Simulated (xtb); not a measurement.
B(H)(Me)(OH) (CH5BO), SMILES CBO. All values are semi-empirical tight-binding results from xtb (GFN2-xTB unless named), good for trends rather than for accurate numbers. Geometry optimised at GFN2-xTB. One conformer was computed; it need not be the lowest.

Computed properties:
The point group as xtb finds it comes out as Cs, the orbital gap is 5.82 eV and the dipole moment is 2.00 D. The zero-point energy is 39.4 kcal/mol and the G − E(el) at 298.15 K (modified RRHO) is 23.3 kcal/mol. The static polarisability (D4 model) is 32.8 bohr³. The solvation energy, GFN2-xTB/ALPB(water) is -4.3 kcal/mol and the solvation energy, GFN2-xTB/ALPB(ch2cl2) is -3.5 kcal/mol.

Computed IR lines (harmonic; lines under 4 % of the strongest left out, lines within 3 cm⁻¹ merged):
ν (cm⁻¹): 558 (m), 803 (m), 893 (m), 907 (m), 1027 (w), 1118 (m), 1331 (vs), 1390 (w), 2616 (m), 3012 (m), 3019 (w), 3032 (w) (against the strongest line: vs over 80 %, s over 45 %, m over 15 %, w over 4 %, vw less)
